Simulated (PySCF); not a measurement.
## Stretching ZnP⁺

Set-up: PySCF, spin-free X2C with a Gaussian nucleus, basis sets Zn x2c-SVPall, P x2c-SVPall. Energies in eV from Zn⁺ + P in their ground configurations at the same level. State: ³Σ⁻ (triplet), unpaired electrons π ↑↑.

Curves on a restricted Hartree–Fock reference rise too fast on stretching and do not dissociate correctly.

| R (Å) | B2PLYP | PBE | HSE06 | ROHF-MP2 |
| --- | --- | --- | --- | --- |
| 2.000 | -1.408 | -1.913 | -1.562 | -1.018 |
| 2.093 | -1.759 | -2.241 | -1.894 | -1.368 |
| 2.186 | -1.951 | -2.418 | -2.071 | -1.554 |
| 2.256 | -2.020 | -2.479 | -2.131 | -1.616 |
| 2.326 | -2.043 | -2.496 | -2.146 | -1.628 |
| 2.396 | -2.029 | -2.480 | -2.127 | -1.604 |
| 2.489 | -1.970 | -2.423 | -2.066 | -1.531 |
| 2.605 | -1.855 | -2.314 | -1.951 | -1.396 |
| 2.745 | -1.686 | -2.156 | -1.786 | -1.198 |

Q: Put a parabola through the three lowest points of the B2PLYP curve and estimate Re, k and ωe (reduced mass 20.86 u; 1 eV/Å² = 0.16022 mdyn/Å; ωe = 1302.8·√(k/μ) cm⁻¹).

A: Through R = 2.256, 2.326, 2.396 Å the second-order coefficient is 3.78 eV/Å², so Re ≈ 2.335 Å, k ≈ 1.21 mdyn/Å and ωe ≈ 314 cm⁻¹. A polynomial fit of higher order to the unrounded B2PLYP energies gives Re = 2.331 Å, k = 1.15 mdyn/Å, ωe = 306 cm⁻¹; anharmonicity and rounding make the difference.

The higher-order fit for each curve: B2PLYP: Re = 2.331 Å, ωe = 306 cm⁻¹, De = 2.04 eV; PBE: Re = 2.324 Å, ωe = 297 cm⁻¹, De = 2.50 eV; HSE06: Re = 2.319 Å, ωe = 304 cm⁻¹, De = 2.15 eV; ROHF-MP2: Re = 2.312 Å, ωe = 322 cm⁻¹, De = 1.63 eV.

Correlated steps freeze 10 core orbitals. Correlated levels converge slowly with the basis: in double zeta they bind strong bonds too weakly, by up to about 1 eV, and carry superposition errors of some tenths. ⟨S²⟩ of the unrestricted solution departs from its pure value on part of the curve, where spin states mix. For an ion De counts to the pair picked by the measured ionisation energies or electron affinities, which need not be the lowest pair at this level. B2PLYP dipoles, levels and charges come from its SCF part alone. The state is the lowest determinant that a PBE0 search found; another state may lie lower at other levels.
